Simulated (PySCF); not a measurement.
## Computed structure and properties of Ce(S2)2

System: Ce(S2)2 (singlet); start: template (D2d). Method: PySCF 2.14.0, RKS r2SCAN, Ce lcecp-2-SVP with ECP46, S def2-SVP; non-relativistic Hamiltonian with scalar-relativistic core potentials where named; density fitting; no spin-orbit coupling.

Input of the relaxation:

```python
mol = gto.M(atom='''
Ce     0.00000     0.00000     0.00000
S      0.73190     0.73190     2.45810
S     -0.73190    -0.73190     2.45810
S      0.73190    -0.73190    -2.45810
S     -0.73190     0.73190    -2.45810''',
    basis={'Ce': 'lcecp-2-SVP', 'S': 'def2-SVP'},
    ecp={'Ce': 'lcecp-2-SVP'},
    charge=0, spin=0)
mf = dft.RKS(mol, xc='R2SCAN')
mf.grids.atom_grid = (50, 194)  # f atoms: unpruned, at least (60, 302)
mf = mf.density_fit()  # fitting sets: Ce AutoAux, S def2-universal-JKFIT
mf.conv_tol = 1e-08; mf.max_cycle = 55
mf.kernel(dm0)  # dm0: converged density of the start geometry
# quasi-Newton relaxation in Cartesian coordinates to a largest gradient under 0.00045 Eh/bohr, steps kept in the point group
```

Run from Python with OMP_NUM_THREADS=2; the lines above give its settings. Where DIIS fails, smearing, a level shift and second-order steps follow.
It took 20 s on 2 threads of Arm Neoverse V1, with other jobs on the host, from the converged density of the start.

Course of the relaxation:

| step | energy above end (eV) | largest force component within the symmetry (eV/Å) |
| --- | --- | --- |
| 0 | 0.1778 | 0.703 |
| 1 | 0.0506 | 0.417 |
| 2 | 0.0000 | 0.012 |
| 3 | 0.0000 | 0.005 |

Relaxed geometry (D2d):

```xyz
5

Ce    0.0000    0.0000    0.0000
S     0.7548    0.7548    2.3581
S    -0.7548   -0.7548    2.3581
S     0.7548   -0.7548   -2.3581
S    -0.7548    0.7548   -2.3581
```

```
    contact      Å
Ce1–S2 (S2)  2.589
Ce1–S4 (S2)  2.589
```

On the finer grid (75, 302):

```
HOMO                                                          : not given (4f levels lie in the core)
LUMO                                                          : not given (4f levels lie in the core)
Dipole about the centre of mass                               : 0.00 D
Set of Mulliken populations of Ce1 outside the core potential : s 2.20, p 6.12, d 2.45, f 0.09
D3(BJ) dispersion energy (not in the energies)                : -0.064 eV
```

| atom | Mulliken (e) | Löwdin (e) | spin (e) |
| --- | --- | --- | --- |
| Ce1 | 1.15 | 0.12 | 0.00 |
| S2 | -0.29 | -0.03 | 0.00 |
| S3 | -0.29 | -0.03 | 0.00 |
| S4 | -0.29 | -0.03 | 0.00 |
| S5 | -0.29 | -0.03 | 0.00 |

The large-core potential holds the 4f shell empty.

No frequency check is given for this geometry.

Rigid scan of S2 along the line from its metal:

| distance to the ligand's centre (Å) | energy (eV) |
| --- | --- |
| 2.06 | 1.130 |
| 2.16 | 0.448 |
| 2.26 | 0.100 |
| 2.36 | 0.000 |
| 2.46 | 0.079 |
| 2.56 | 0.285 |
| 2.66 | 0.574 |
| 2.81 | 1.100 |

One start shape was tried, so this needn't be the lowest isomer.
